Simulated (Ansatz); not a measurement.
Total energies of `Sc1sc(-c2sc(-c3sc(-c4sc(-c5sc(-c6sc(S)c7c6OCCO7)c6c5OCCO6)c5c4OCCO5)c4c3OCCO4)c3c2OCCO3)c2c1OCCO2` from Ansatz at PBE-D4/def2-TZVP, gas phase (1 Eh = 27.2114 eV = 2625.5 kJ/mol). The reference geometry is relaxed at PBE-D4/def2-SVP.

```json
{"state": "charge 0 singlet", "geometry": "reference", "energy (Eh)": "-5472.71025"}
{"state": "charge 1 doublet", "geometry": "reference", "energy (Eh)": "-5472.52098"}
{"state": "charge -1 doublet", "geometry": "reference", "energy (Eh)": "-5472.75145"}
{"state": "free S atom (triplet)", "geometry": "–", "energy (Eh)": "-397.93833"}
{"state": "free C atom (triplet)", "geometry": "–", "energy (Eh)": "-37.79597"}
{"state": "free O atom (triplet)", "geometry": "–", "energy (Eh)": "-75.00967"}
{"state": "free H atom (doublet)", "geometry": "–", "energy (Eh)": "-0.49962"}
```

Single mean-field runs in def2-TZVP are fitted with def2-universal-jkfit.

(1) Work out the vertical ionisation energy to the doublet.

(2) Work out the vertical electron affinity, to the doublet.

(3) Give the fundamental gap IE − EA, the Mulliken electronegativity (IE + EA)/2 and the hardness (IE − EA)/2.

(4) What is the binding energy per atom against free atoms?

(1) E(charge 1 doublet) − E(charge 0 singlet) = -5472.52098 − (-5472.71025) = 0.18927 Eh = 5.15 eV. For comparison, −ε of the highest occupied level is 3.88 eV at this level, 1.27 eV less.

(2) E(charge 0 singlet) − E(charge -1 doublet) = -5472.71025 − (-5472.75145) = 0.04120 Eh = 1.12 eV. The basis lacks diffuse functions, which makes affinities too small.

(3) From the values in Eh: IE − EA = 0.18927 − 0.04120 = 0.14807 Eh = 4.03 eV; (IE + EA)/2 = 3.14 eV; (IE − EA)/2 = 2.01 eV. The HOMO–LUMO gap of the same run is 1.63 eV, 2.40 eV smaller than the fundamental gap.

(4) Atoms: 8 × (-397.93833) + 36 × (-37.79597) + 12 × (-75.00967) + 26 × (-0.49962) = -5457.26772 Eh. Binding: -5457.26772 − (-5472.71025) = 15.44253 Eh = 420.21 eV, or 5.12 eV for each of 82 atoms (no zero-point energy, no counterpoise term).

At PBE-D4/def2-TZVP the highest occupied level of the charge -1 doublet lies above zero (up to 0.09 eV). By energy differences its removal costs 1.12 eV (vertical, to the charge 0 singlet, at PBE-D4/def2-TZVP); self-interaction error and the lack of diffuse functions both raise the level.
